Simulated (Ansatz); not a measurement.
**From B to Ga: the HOMO–LUMO gap**

Gas-phase molecules, one atom swapped for its congeners: BH(CH3)2(SeH2); AlH(CH3)2(SeH2); GaH(CH3)2(SeH2). All are singlets with charge 0.

Shapes, held fixed at every level: PBE0-D4/def2-TZVP. Flexible molecules stand in one conformer, not always the lowest. Programs: Ansatz 0.2.0. Values in eV.

| level | BH(CH3)2(SeH2) | AlH(CH3)2(SeH2) | GaH(CH3)2(SeH2) |
| --- | --- | --- | --- |
| SPW92/def2-TZVPP | 5.10 | 4.31 | 4.49 |
| r2SCAN-D4/def2-TZVPP | 5.72 | 4.77 | 4.92 |
| B3LYP-D4/def2-TZVPP | 6.88 | 5.96 | 6.06 |
| BHLYP-D4/def2-TZVPP | 9.35 | 8.56 | 8.58 |
| r2SCAN0-D4/def2-TZVPP | 7.69 | 6.78 | 6.88 |
| wB97M-V/def2-TZVPP | 11.43 | 10.65 | 10.73 |
| wB97X-V/def2-TZVPP | 11.77 | 10.98 | 11.04 |

At wB97X-V/def2-TZVPP the HOMO–LUMO gap isn't monotonic: it is largest for B and smallest for Al (11.77 and 10.98 eV). Every level shows the same order. Relativity is left out for Ga, Se. Orbital gaps aren't excitation energies, and the LUMO depends on the basis.
